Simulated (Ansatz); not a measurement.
Coupled-cluster diagnostics for CuI2⁻, Ansatz.

Geometry of the singlet (r2SCAN-D4/def2-TZVPD):

```tsv
atom	x (Å)	y (Å)	z (Å)
Cu1	0.000	0.000	0.000
I2	2.206	-0.401	0.934
I3	-2.206	0.401	-0.934
```

In the def2 sets I takes a core potential; there is no spin–orbit coupling. Correlated methods freeze 17 core orbitals; core or outer-core shells of I are correlated, in sets that lack core-valence functions. The structure comes from a short search, and lower isomers may exist.

(1) Estimate the CCSD(T) correlation energy, the shares of MP2 and (T), T1 and the reference's ⟨S²⟩ for: charge -1, singlet, own geometry in def2-TZVPD; and the rough time on 4 threads of Arm Neoverse V2 on a shared host.

Results:

(1) 
```csv
state,basis,correlation (eV),MP2 share (%),(T) share (%),T1,⟨S²⟩ (pure),wall time
"charge -1, singlet, own geometry",def2-TZVPD,-36.947,106.2,2.6,0.017,0.00 (0.00),12 s
```
Customary marks for T1 are 0.02 (closed shells), 0.045 (open shells) and about 0.05 (3d metals). T1 stays under 0.02 throughout.
